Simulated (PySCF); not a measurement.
F4Hf, SMILES [F][Hf+]([F])([F])[F] (connectivity only; charge and spin as stated), charge +1, multiplicity 2.

The structure is a stationary point at B3LYP-D3(BJ)/def2-SVP. The spin state was assumed, not searched. The def2 effective core potentials stand for the cores of Hf; spin–orbit coupling is left out.

Two levels are set side by side: PBE/def2-TZVP (PySCF) and ωB97X/def2-TZVP (PySCF). Same geometry, gas phase. Differences are taken from unrounded values.

```csv
quantity,PBE
α-spin orbital gap (eV),5.83
β-spin orbital gap (eV),0.76
mean polarisability (bohr³),35.0
```

### Question
These are the PBE values. What does ωB97X give? (An estimate is asked for; the answer gives what the named calculation found.)

### Answer

```csv
quantity,ωB97X,PBE minus ωB97X
α-spin orbital gap (eV),13.44,-7.62
β-spin orbital gap (eV),8.81,-8.04
mean polarisability (bohr³),35.4,-0.4
```

Rough cost on one machine, each run with all the roots and properties that it gave: ωB97X against PBE within a factor of 2.
